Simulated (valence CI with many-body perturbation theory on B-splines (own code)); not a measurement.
**Which ion has this spectrum?**

A relativistic CI+MBPT calculation for an atom or ion with 16 electrons gives these levels (cm⁻¹):

| J | Parity | E | g |
| --- | --- | --- | --- |
| 2 | even | 0 | 1.45 |
| 0 | even | 30035 |  |
| 1 | even | 34803 | 1.50 |
| 2 | even | 65856 | 1.05 |
| 0 | even | 132303 |  |
| 2 | odd | 405383 | 1.50 |
| 1 | odd | 427753 | 1.48 |
| 0 | odd | 445096 |  |
| 1 | odd | 517029 | 1.02 |
| 0 | odd | 540329 |  |
| 2 | odd | 540808 | 1.44 |
| 3 | odd | 541135 | 1.46 |
| 1 | odd | 541211 | 1.49 |
| 4 | odd | 545228 | 1.48 |

The energies are calculated, with errors of perhaps 300 cm⁻¹, more in some levels.

**Question.** Which is it?
A. Zn14+
B. Ga15+
C. As17+
D. Ge16+

**Answer.** B. Ga15+, ground level 3s2.3p4 3P_2.
